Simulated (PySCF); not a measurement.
C2H6AlN, SMILES C=[CH][AlH][NH2]. Atoms are numbered in the order given.

```xyz
10

Al     0.4590    -0.5343     0.0000
H      2.0425    -0.5166     0.0000
C     -0.5654     1.1208     0.0000
C      0.0447     2.3198     0.0000
H     -1.6657     1.1353     0.0000
H     -0.5051     3.2705     0.0000
H      1.1386     2.4148     0.0000
N     -0.3681    -2.1068     0.0000
H      0.0989    -3.0091     0.0000
H     -1.3746    -2.2454     0.0000
```
Charge 0, spin multiplicity 1.

Geometry: B3LYP-D3(BJ)/def2-SVP. One conformer was computed; it need not be the lowest.

Calculation: PBE0/pcSseg-1 (PySCF).

GIAO shieldings, no solvent; atoms listed in one row are averaged. δ = σ(ref) − σ: ¹H against TMS (σ = 31.56 ppm); ¹³C against TMS (σ = 186.3 ppm); ¹⁵N against NH3 (σ = 267.4 ppm), references at their B3LYP-D3(BJ)/def2-TZVP geometries, non-relativistic.

Computed chemical shifts:
```csv
nucleus,atoms,count,δ (ppm)
¹H,H6,1,7.14
¹H,H7,1,6.82
¹H,H5,1,6.78
¹H,H2,1,4.68
¹H,"H9, H10",2,1.81
¹³C,C4,1,156.4
¹³C,C3,1,150.9
¹⁵N,N8,1,48.6
```
